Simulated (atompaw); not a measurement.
## How hard is this cadmium PAW (atompaw) potential?

cadmium, PAW, made with atompaw 4.2.0.5 (PBE, scalar-relativistic). Core [Ar] 3d10 4s2, reference 4p6 4d10 5s1.5 5p0.5. Waves: 5s (bound): rc 2.55 bohr; 5s channel at 1.1 Ry: rc 2.55 bohr; 4p (bound): rc 1.65 bohr; 5p (bound): rc 1.70 bohr; 4d (bound): rc 2.55 bohr; 4d channel at -0.6 Ry: rc 2.55 bohr. Local part: troulliermartins scheme with l = 3 at 0.5 Ry, radius 2.30 bohr. Core correction: smooth core density matched at 1.45 bohr. Augmentation charge: sinc compensation charge, radius 2.20 bohr; PAW radius 2.55 bohr; waves and projectors: modrrkj vanderbiltortho.

The pseudo-atom Hamiltonian at the reference potential is diagonalised in spherical Bessel functions j_l(qr) that vanish at 20 bohr, with q² up to the cutoff. All-electron valence levels (Ry): 5s -0.4661, 4p -4.9992, 5p -0.1228, 4d -0.9375.

Task: How do the lowest levels (Ry) of each channel move with the cutoff, and are there ghosts?

Result:

```json
{"cutoff (Ry)": "8", "s #1": "-0.4661", "s #2": "-0.0217", "p #1": "-3.6060", "p #2": "-0.0702", "d #1": "-0.8771", "d #2": "0.0408", "f #1": "0.0936", "Σ f·Δε (mRy)": "8989.4"}
{"cutoff (Ry)": "12", "s #1": "-0.6055", "s #2": "-0.4660", "p #1": "-4.5491", "p #2": "-0.0984", "d #1": "-0.9345", "d #2": "0.0404", "f #1": "0.0936", "Σ f·Δε (mRy)": "2743.2"}
{"cutoff (Ry)": "21", "s #1": "-0.9544", "s #2": "-0.4661", "p #1": "-4.9799", "p #2": "-0.1204", "d #1": "-0.9372", "d #2": "0.0403", "f #1": "0.0936", "Σ f·Δε (mRy)": "119.5"}
{"cutoff (Ry)": "30", "s #1": "-0.9832", "s #2": "-0.4661", "p #1": "-4.9970", "p #2": "-0.1228", "d #1": "-0.9374", "d #2": "0.0403", "f #1": "0.0936", "Σ f·Δε (mRy)": "14.0"}
{"cutoff (Ry)": "40", "s #1": "-0.9851", "s #2": "-0.4661", "p #1": "-4.9981", "p #2": "-0.1228", "d #1": "-0.9375", "d #2": "0.0403", "f #1": "0.0936", "Σ f·Δε (mRy)": "6.5"}
{"cutoff (Ry)": "50", "s #1": "-0.9852", "s #2": "-0.4661", "p #1": "-4.9990", "p #2": "-0.1228", "d #1": "-0.9375", "d #2": "0.0403", "f #1": "0.0936", "Σ f·Δε (mRy)": "1.3"}
{"cutoff (Ry)": "70", "s #1": "-0.9854", "s #2": "-0.4661", "p #1": "-4.9991", "p #2": "-0.1228", "d #1": "-0.9375", "d #2": "0.0403", "f #1": "0.0936", "Σ f·Δε (mRy)": "0.5"}
{"cutoff (Ry)": "90", "s #1": "-0.9854", "s #2": "-0.4661", "p #1": "-4.9991", "p #2": "-0.1228", "d #1": "-0.9375", "d #2": "0.0403", "f #1": "0.0936", "Σ f·Δε (mRy)": "0.2"}
{"cutoff (Ry)": "400", "s #1": "-0.9854", "s #2": "-0.4661", "p #1": "-4.9992", "p #2": "-0.1228", "d #1": "-0.9375", "d #2": "0.0403", "f #1": "0.0936", "Σ f·Δε (mRy)": "0.0"}
```

Result: ghost state, extra bound levels that the all-electron valence spectrum of the same l lacks: s at -13.4 eV (a true bound ghost makes a file unfit for plane-wave use); 10 mRy is reached at 40 Ry and 1 mRy at 70 Ry.
